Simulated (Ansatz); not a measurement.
CrO4H2⁺, that is CrO2(OH)2 with one electron fewer. The state is a doublet with charge 1. Geometry PBE-D4/def2-SVP, that of the neutral singlet; atoms count from 1.

Cartesian coordinates in Å:
```
Cr 0.304 -0.160 -0.191
O 1.796 0.264 0.022
O 0.174 -1.298 -1.257
O -0.581 1.259 -0.718
H -1.356 1.049 -1.280
O -0.368 -0.760 1.313
H 0.033 -0.354 2.110
```

The charge 1 doublet is spin-contaminated (final ⟨S²⟩ up to 0.89, 0.75 for a pure state).

Estimate the Mulliken populations from the PBE0/def2-TZVP orbitals of Ansatz.


```tsv
atom	charge (e)	spin (α − β)	d electrons
Cr1	1.44	-0.57	4.04
O2	-0.16	0.77	–
O3	-0.16	0.77	–
O4	-0.46	0.02	–
H5	0.40	0.00	–
O6	-0.46	0.02	–
H7	0.40	0.00	–
```
Mulliken values and Mayer orders depend strongly on the basis.

Where does the spin sit?

Summed by element: Cr -0.57, O 1.57, H 0.00, of 1 unpaired in all. Largest on single atoms: O3 0.77, O2 0.77, Cr1 -0.57.

And the Mayer bond orders between bonded heavy atoms (over 0.3)?

Cr1–O2 1.64 (1.56 Å); Cr1–O3 1.64 (1.56 Å); Cr1–O4 1.16 (1.75 Å); Cr1–O6 1.16 (1.75 Å).
